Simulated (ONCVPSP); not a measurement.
P, ONCV: configuration errors across variants

* Element: phosphorus (P)
* Generator: ONCVPSP 4.0.1
* Type: optimised norm-conserving Vanderbilt (ONCV)
* Functional: PW91
* Relativity: scalar-relativistic
* Frozen core: [Ne]
* Valence charge: 5
* Reference configuration: 3s1.5 3p3.5
* Partial waves: 3s: rc 1.60 bohr, ncon 4, nbas 7, qcut 5.1 1/bohr, 2 projectors, debl 2.2 Ha; 3p: rc 1.85 bohr, ncon 4, nbas 7, qcut 3.9 1/bohr, 2 projectors, debl 0.8 Ha; d scattering state at 0.4 Ha: rc 1.95 bohr, ncon 4, nbas 8, qcut 5.1 1/bohr, 2 projectors, debl 0.8 Ha
* Local potential: polynomial inside 1.45 bohr (lpopt 5, dvloc0 0 Ha)
* Core correction: Teter function, fcfact 3.25, rcfact 1.5

All-electron excitation energies from the reference (eV): (1) 3s2 3p3 -4.252; (2) 3s2 3p2 5.523; (3) 3s2 3p1 24.730; (4) 3s1 3p0 106.646.

1 further variants failed, have other tests or too few solved ones, and are left out.

Errors AE − PS in meV (a dash: test not solved or not reliable):

```tsv
change	(1)	(2)	(3)	(4)	bound ghosts	GHOST(+) flags above zero
base	+0.1	+0.9	+5.9	+2.0	none	s
d: qcut 5.6	+0.1	+0.9	+5.9	+2.0	none	s
d: rc 1.82	+0.1	+0.9	+5.9	+2.0	none	s
local potential polynomial inside 1.45 bohr (lpopt 5, dvloc0 1 Ha)	+0.1	+0.9	+5.9	+2.0	none	s
```

Question: Give the same row for: s: qcut 4.4; p: qcut 3.4; d: qcut 4.4.

Answer: -0.1, +0.8, +6.6, +2.4; bound ghosts: none; GHOST(+) flags above zero: none.
